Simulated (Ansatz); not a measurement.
`CC(=O)O[Si](Cl)(Cl)OC(C)=O`. The species carries charge 0 and has multiplicity 1. All single points use the PBE0-D4/def2-TZVP geometry. It is one conformer, not always the lowest.

```xyz
17

C     0.534   -2.947    0.089
C    -0.036   -1.673   -0.434
O    -1.173   -1.311   -0.338
O     0.912   -0.920   -1.051
Si    0.666    0.620   -1.574
Cl    2.506    1.408   -1.824
Cl   -0.326    0.624   -3.330
O    -0.230    1.553   -0.558
C    -0.117    1.529    0.797
C    -1.183    2.342    1.446
O     0.743    0.909    1.352
H     1.277   -2.710    0.853
H     1.049   -3.480   -0.711
H    -0.257   -3.560    0.512
H    -1.183    3.353    1.036
H    -1.029    2.365    2.522
H    -2.154    1.897    1.214
```

Question: What is the dipole moment at PBE/def2-TZVPP? (An estimate is asked.)

Answer: Ansatz gave: 0.79 D, with components (-0.29, -0.27, 0.68) D in this frame, pointing from negative to positive charge.

Question: And with r2SCAN, B3LYP, ωB97M-V? (An estimate is asked.)

Answer: Ansatz gave: r2SCAN 0.86 D, B3LYP 0.83 D, ωB97M-V 0.86 D.

Question: Give the Mulliken charges with PBE, ωB97M-V, r2SCAN in def2-TZVPP. (Best estimate.)

Answer: Computed: 
| atom | PBE | ωB97M-V | r2SCAN |
| --- | --- | --- | --- |
| C1 | -0.25 | -0.29 | -0.15 |
| C2 | 0.26 | 0.33 | 0.36 |
| O3 | -0.26 | -0.31 | -0.33 |
| O4 | -0.21 | -0.29 | -0.30 |
| Si5 | 0.58 | 0.64 | 0.73 |
| Cl6 | -0.16 | -0.14 | -0.18 |
| Cl7 | -0.16 | -0.14 | -0.18 |
| O8 | -0.21 | -0.29 | -0.30 |
| C9 | 0.26 | 0.33 | 0.36 |
| C10 | -0.25 | -0.29 | -0.15 |
| O11 | -0.26 | -0.31 | -0.33 |
| H12 | 0.12 | 0.13 | 0.09 |
| H13 | 0.11 | 0.12 | 0.07 |
| H14 | 0.11 | 0.12 | 0.08 |
| H15 | 0.11 | 0.12 | 0.07 |
| H16 | 0.11 | 0.12 | 0.08 |
| H17 | 0.12 | 0.13 | 0.09 |

B3LYP here is the variant with VWN-RPA as its local correlation; programs differ in this.
